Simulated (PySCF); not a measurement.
PySCF 2.14 output of an unrestricted PBE0 calculation on a single atom or ion in aug-cc-pCVTZ-DK with one added diffuse shell each of s, p, d, f type (9s8p6d4f, 91 functions), with the spin-free X2C one-electron Hamiltonian (Gaussian nucleus):

```
SCF conv_tol = 1e-09
number electrons alpha = 9  beta = 6
    C. Adamo and V. Barone.,  J. Chem. Phys. 110, 6158 (1999)
    M. Ernzerhof and G. E. Scuseria.,  J. Chem. Phys. 110, 5029 (1999)
cycle= 1 E= -341.964862816152  delta_E= -0.00454  |g|= 0.00873  |ddm|= 0.22
cycle= 2 E= -341.964892223123  delta_E= -2.94e-05  |g|= 0.00208  |ddm|= 0.027
cycle= 3 E= -341.964894909735  delta_E= -2.69e-06  |g|= 0.000878  |ddm|= 0.00723
cycle= 4 E= -341.964895086896  delta_E= -1.77e-07  |g|= 9.81e-05  |ddm|= 0.00116
cycle= 5 E= -341.96489508912  delta_E= -2.22e-09  |g|= 7.55e-06  |ddm|= 0.00018
cycle= 6 E= -341.964895089178  delta_E= -5.84e-11  |g|= 4.91e-07  |ddm|= 3.77e-05
converged SCF energy = -341.964895089178  <S^2> = 3.7503569  2S+1 = 4.0001784
```

The run itself started from symmetry-adapted Hartree-Fock orbitals and held the occupation by maximum overlap, on a logarithmic radial grid, so the iterations belong to that start.

Task: Which element, charge and spin multiplicity is this?

Result: P (phosphorus, neutral), multiplicity 4; the state was [Ne] 3s2 3p3, high-spin 4S determinant.
